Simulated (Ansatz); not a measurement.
Geometry optimisation, UKS LDA/def2-SVP (Ansatz).

input.yaml

```yaml
crystal:
  periodic: [false, false, false]
  atoms:
    - { symbol: Ti, position_ang: [0.062773, -0.254956, -0.72145] }
    - { symbol: F, position_ang: [-0.948725, -0.343054, 2.13486] }
    - { symbol: O, position_ang: [1.786541, -0.226976, -1.107236] }
    - { symbol: H, position_ang: [2.628404, -0.689589, -0.925038] }
    - { symbol: O, position_ang: [-0.669835, 1.176374, 0.189087] }
    - { symbol: H, position_ang: [-1.534629, 1.639047, 0.087799] }
    - { symbol: O, position_ang: [-0.621533, -1.714269, -0.053078] }
    - { symbol: H, position_ang: [-0.95251, -1.603422, 0.877089] }
    - { symbol: H, position_ang: [-0.842686, 0.368346, 1.495068] }
magnetization:
  spin_polarized: true
  initial_magnetization: 1
basis:
  gaussian: { orbitals: def2-SVP }
hamiltonian:
  xc: lda
relax:
  f_tol: 0.03
  max_steps: 50
```

Run as:

```bash
$ ansatz run input.yaml --threads 4 --pin off --max-ram 5120MiB --backend cpu --events-out ev --progress --plain --runs-dir out
```

Task: Where does it end, and by what steps?

Result: The forces met the threshold. After 14 steps the energy has fallen by 0.289 eV; F2 moved furthest, 1.01 Å.

| step | energy less start (eV) | largest force component (eV/Å) | accepted |
| --- | --- | --- | --- |
| 0 | 0.0000 | 0.800 | yes |
| 1 | -0.0268 | 0.348 | yes |
| 2 | -0.0564 | 0.387 | yes |
| 3 | -0.0806 | 0.660 | yes |
| 4 | -0.1290 | 0.481 | yes |
| 5 | -0.2085 | 0.471 | yes |
| 6 | -0.1837 | 2.015 | no |
| 7 | -0.2560 | 0.202 | yes |
| 8 | -0.2801 | 0.126 | yes |
| 9 | -0.2828 | 0.084 | yes |
| 10 | -0.2856 | 0.281 | yes |
| 11 | -0.2888 | 0.044 | yes |
| 12 | -0.2890 | 0.034 | yes |
| 13 | -0.2891 | 0.041 | yes |
| 14 | -0.2891 | 0.009 | yes |

```xyz
9
Properties=species:S:1:pos:R:3
Ti 0.437 -0.284 -0.228
F -1.889 -0.510 1.797
O 1.780 -0.170 -1.372
H 2.491 -0.660 -1.818
O -0.690 1.055 0.338
H -0.862 2.005 0.220
O -0.026 -1.766 0.582
H -0.812 -1.569 1.188
H -1.522 0.251 1.270
```

Whether the end is a true minimum wasn't checked by a vibrational analysis.

The run took 20 s on 4 threads of Arm Neoverse V1, on a shared host, peak memory 0.2 GiB.
